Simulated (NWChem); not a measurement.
System: MgICl; SMILES [Mg]([I])[Cl]

Input file for NWChem:

```
start job
memory heap 200 mb stack 900 mb global 1100 mb
geometry units angstroms noautoz
  Mg     0.049463     1.179432     0.000000
  Cl     0.013440     3.375467     0.000000
  I      0.090750    -1.365947     0.000000
end
basis spherical
  * library def2-svp
end
ecp
  I library def2-ecp
end
dft
  xc b3lyp
  iterations 150
  mulliken
end
task dft energy
```

Excerpt of the output:

```
             Northwest Computational Chemistry Package (NWChem) 7.3.0
             --------------------------------------------------------

 ORDER OF PRIMARY AXIS IS BEING SET TO 4
 C4V symmetry detected

                             Geometry "geometry" -> ""
                             -------------------------

 Output coordinates in angstroms (scale by  1.889725989 to convert to a.u.)

  No.       Tag          Charge          X              Y              Z
 ---- ---------------- ---------- -------------- -------------- --------------
    1 Mg                  12.0000     0.00000000     0.00000000     1.19006360
    2 Cl                  17.0000     0.00000000     0.00000000     3.38639402
    3 I                   53.0000     0.00000000     0.00000000    -1.35565022

 Effective nuclear repulsion energy (a.u.)     281.9013674802

      Symmetry information
      --------------------

 Group name             C4v
 Group number             18
 Group order               8
 No. of unique centers     3

                                 NWChem DFT Module
                                 -----------------

 Summary of "ao basis" -> "ao basis" (spherical)
 ------------------------------------------------------------------------------
       Tag                 Description            Shells   Functions and Types
 ---------------- ------------------------------  ------  ---------------------
 Mg                         def2-svp                 8       18   4s3p1d
 Cl                         def2-svp                 8       18   4s3p1d
 I                          def2-svp                10       26   4s4p2d

      Symmetry analysis of basis
      --------------------------

        a1         26
        a2          0
        b1          4
        b2          4
        e          28

            General Information
            -------------------
          SCF calculation type: DFT
          Wavefunction type:  closed shell.
          No. of atoms     :     3
          No. of electrons :    54
           Alpha electrons :    27
            Beta electrons :    27
          Charge           :     0
          Spin multiplicity:     1
          Use of symmetry is: on ; symmetry adaption is: on
          Maximum number of iterations: 150
          AO basis - number of functions:    62
                     number of shells:    26
          Convergence on energy requested:  1.00D-06
          Convergence on density requested:  1.00D-05
          Convergence on gradient requested:  5.00D-04

              XC Information
              --------------
                         B3LYP Method XC Potential
                     Hartree-Fock (Exact) Exchange  0.200
                        Slater Exchange Functional  0.800 local
                    Becke 1988 Exchange Functional  0.720 non-local
              Lee-Yang-Parr Correlation Functional  0.810
                  VWN I RPA Correlation Functional  0.190 local

             Grid Information
             ----------------
          Grid used for XC integration:  medium
          Radial quadrature: Mura-Knowles
          Angular quadrature: Lebedev.
          Tag              B.-S. Rad. Rad. Pts. Rad. Cut. Ang. Pts.
          ---              ---------- --------- --------- ---------
          Mg                  1.50       88           9.0       590
          Cl                  1.00       88          12.0       590
          I                   1.40      123          11.0       590
          Grid pruning is: on
          Number of quadrature shells:   299
          Spatial weights used:  Erf1

      Superposition of Atomic Density Guess
      -------------------------------------

 Sum of atomic energies:       -1005.98544978

      Non-variational initial energy
      ------------------------------

 Total energy =    -955.746680
 1-e energy   =   -1748.714823
 2-e energy   =     634.029157
 HOMO         =      -0.361414
 LUMO         =      -0.067295

      Symmetry analysis of molecular orbitals - initial
      -------------------------------------------------

 !! scf_movecs_sym_adapt:    8 vectors were symmetry contaminated

  Symmetry fudging

 !! scf_movecs_sym_adapt:    6 vectors were symmetry contaminated

  Numbering of irreducible representations:

     1 a1          2 a2          3 b1          4 b2          5 e

  Orbital symmetries:

     1 a1          2 a1          3 a1          4 a1          5 e
     6 e           7 a1          8 a1          9 e          10 e
    11 a1         12 a1         13 e          14 e          15 b2
    16 b1         17 a1         18 e          19 e          20 a1
    21 a1         22 a1         23 e          24 e          25 a1
    26 e          27 e          28 a1         29 e          30 e
    31 a1         32 a1         33 b2         34 b1         35 e
    36 e          37 a1

     ---------------------------------------------
      Total Density - Mulliken Population Analysis
     ---------------------------------------------

    Atom       Charge   Shell Charges
 -----------   ------   -------------------------------------------------------
    1 Mg  12    10.95   2.00  1.99  0.52  0.06  5.98  0.17  0.09  0.14
    2 Cl  17    17.60   2.00  1.99  1.23  0.71  5.94  2.22  3.50  0.00
    3 I   25    25.45   1.83  0.22  1.23  0.65  2.92  3.13  2.69  2.77  9.82  0.18

   convergence    iter        energy       DeltaE   RMS-Dens  Diis-err
 ---------------- ----- ----------------- --------- --------- ---------
 d= 0,ls=0.0,diis     1   -957.9976422259 -1.12D+03  2.08D-02  2.80D-01
 d= 0,ls=0.0,diis     2   -957.9972950375  3.47D-04  1.23D-02  2.47D-01
 d= 0,ls=0.0,diis     3   -958.0393971518 -4.21D-02  2.04D-03  1.27D-02
 d= 0,ls=0.0,diis     4   -958.0415645209 -2.17D-03  2.84D-04  1.82D-04
 d= 0,ls=0.0,diis     5   -958.0415899285 -2.54D-05  4.29D-05  6.80D-06
 d= 0,ls=0.0,diis     6   -958.0415907798 -8.51D-07  9.56D-06  1.26D-07

[...]
```

Level: B3LYP/def2-SVP with def2 effective core potentials on I. Structure relaxed at the PBE0/def2-SVP level. def2 effective core potentials on I; no spin-orbit coupling.
